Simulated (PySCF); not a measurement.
## SnH₃⁻: from structure and modes to constants

Method: PySCF, PBE0, basis Sn def2-TZVPD with ECP28, H def2-TZVPD (scalar-relativistic core potentials, no spin–orbit coupling, density fitting).

The singlet minimum has C3v symmetry. Masses (u): Sn 119.90220, H 1.00782.

```xyz
4
charge -1 multiplicity 1, angstrom
Sn    0.0000    0.0243    0.0000
H     0.0000   -0.9656    1.5005
H     1.2995   -0.9656   -0.7502
H    -1.2995   -0.9656   -0.7502
```

Harmonic wavenumbers (cm⁻¹): 722.2 (a1, ×1), 742.1 (e, ×2), 1579.7 (e, ×2), 1582.9 (a1, ×1).

Question: Find the principal moments of inertia and the rotational constants. What kind of rotor is it?

Answer: About the centre of mass I = 6.2938, 6.2938, 6.8072 u Å². With B = 16.8576/I this gives 2.678, 2.678, 2.476 cm⁻¹. The molecule is an oblate symmetric top.

Question: Give the standard entropy (298.15 K, 1 bar) by its translational, rotational, vibrational and spin parts, and Cp.

Answer: Sackur–Tetrode with M = 122.93 u gives 168.9; rotation with symmetry number 3 gives 62.7; vibration 3.5; spin R ln 1 = 0.0. The total is 235.0 J/(mol K), and Cp = 4 R + 10.3 = 43.5 J/(mol K).

This need not be the most stable arrangement of these atoms. The lowest empty level of this anion is unbound, so it and the gap depend on the basis.
